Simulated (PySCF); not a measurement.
H₃B, charge +1, doublet, at a GFN2-xTB geometry of the parent state (a state made from the parent by changing its charge; the spin is typed, not shown lowest).

Here is a job for PySCF.
```python
from pyscf import gto, scf, mp

mol = gto.M(
    atom='''
B    -0.02295689    0.11293440    0.07973905
H    -1.12938022   -0.24504002   -0.38859424
H     0.47162964   -0.77145882    0.81790375
H     0.77253505    0.45182687   -0.82800475
''',
    basis='cc-pvdz',
    charge=1,
    spin=1,
    verbose=4,
)

mf = scf.UHF(mol)
mf.kernel()

pt = mp.MP2(mf)
pt.kernel()
print('E(MP2) = %.10f' % pt.e_tot)
```

Problem. Predict the number of basis functions from MP2/cc-pVDZ run with PySCF.

Solution. 29

Problem. What is the computed MP2 correlation energy (MP2/cc-pVDZ)?

Solution. -0.0701 Eh

Problem. Give the SCF-reference <S^2> at the level MP2/cc-pVDZ.

Solution. 0.766

Problem. Give the total energy at the level MP2/cc-pVDZ.

Solution. -25.9939 Eh

Problem. Give the SCF-reference HOMO energy at the level MP2/cc-pVDZ.

Solution. -21.05 eV

These values belong to the state on which the SCF converged, which isn't shown to be the lowest.
